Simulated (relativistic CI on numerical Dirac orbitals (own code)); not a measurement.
## What each ingredient does to the levels of Kr¹⁵⁺

Base calculation: Dirac-Coulomb-Breit CI, separate exchange-only KLI orbitals for each configuration, QED by a radiative potential, unscaled Slater integrals.

Configuration list (outside the closed core [Ne]): 3s2.3p6.3d3, 3s2.3p5.3d4, 3s.3p6.3d4, 3s2.3p6.3d2.4s, 3s2.3p6.3d2.4p, 3s2.3p6.3d2.4d, 3s2.3p6.3d2.4f, 3s2.3p5.3d3.4s, 3s2.3p6.3d.4s.4p, 3s2.3p5.3d3.4p, 3s2.3p6.3d2.5s, 3p6.3d5, 3p5.3d6, 3s2.3p6.3d.4s2, 3s2.3p6.4s2.4p, 3s2.3p6.4s2.4d, 3s2.3p6.4s2.4f, 3s2.3p6.3d.4p2, 3s2.3p6.4s.4p2, 3s2.3p6.4p3, 3s2.3p6.4p2.4d, 3s2.3p6.4p2.4f. Double excitations out of closed p, d and f shells are left out; levels of such configurations are missing from the list, as are those of other unlisted configurations, and high levels can miss mixing partners. These lack a partner that the ground configuration has and come out too high: 3s2.3p5.3d3.4s, 3s2.3p5.3d3.4p.

Variants: (1) configuration mixing switched off; (2) non-relativistic limit. Shifts of the energy above 3s2.3p6.3d3 4F_3/2, in cm⁻¹, for the lowest level and the first level of each name with at least 55 % of one term (blank where a level changes its place among those of its configuration and J or its character, or is not in the variant):

```csv
Level,Base,Δ(1),Δ(2)
3s2.3p6.3d3 4F_3/2,0,0,0
3s2.3p6.3d3 4F_5/2,5746,-31,-5746
3s2.3p6.3d3 4F_7/2,12320,-30,-12320
3s2.3p6.3d3 4F_9/2,19072,+14,-19072
3s2.3p6.3d3 4P_3/2,46157,+2377,-5191
3s2.3p6.3d3 4P_1/2,47139,+2563,-6173
3s2.3p6.3d3 2G_7/2,53522,+695,-8608
3s2.3p6.3d3 4P_5/2,56064,+2736,-15098
3s2.3p6.3d3 2G_9/2,56856,+68,-11942
3s2.3p6.3d3 2D_3/2,66602,+2498,
3s2.3p6.3d3 2P_1/2,70865,+1259,-11725
3s2.3p6.3d3 2H_11/2,76381,-1148,-14929
3s2.3p6.3d3 2H_9/2,76538,-549,-15086
3s2.3p6.3d3 2D_5/2,79827,+3351,-17329
3s2.3p6.3d3 2P_3/2,86417,+1879,
3s2.3p6.3d3 2F_7/2,113495,+2350,-11828
3s2.3p6.3d3 2F_5/2,115671,+2398,-14004
3s2.3p5.3d4 6D°_7/2,747075,-2533,-38376
3s2.3p5.3d4 6D°_9/2,748254,-2532,-39555
3s2.3p5.3d4 6D°_5/2,748770,-2525,-40071
3s2.3p5.3d4 6D°_3/2,752594,-2518,-43895
3s2.3p5.3d4 6D°_1/2,757308,-2521,-48609
```

At this charge energies of transitions that change n are usually good to better than 1 %, and those within a shell (Δn = 0) to a few per cent. Terms inside the open d or f shell come out 10 to 20 % too wide with unscaled integrals.

Ionisation energy from the two ground configurations alone: base 539.862 eV. The NIST ASD value (theoretical) is 540 eV.

LS names give the leading component of a level, which can be under half, so a name can repeat, a term be missing and a line seem to break the LS rules.
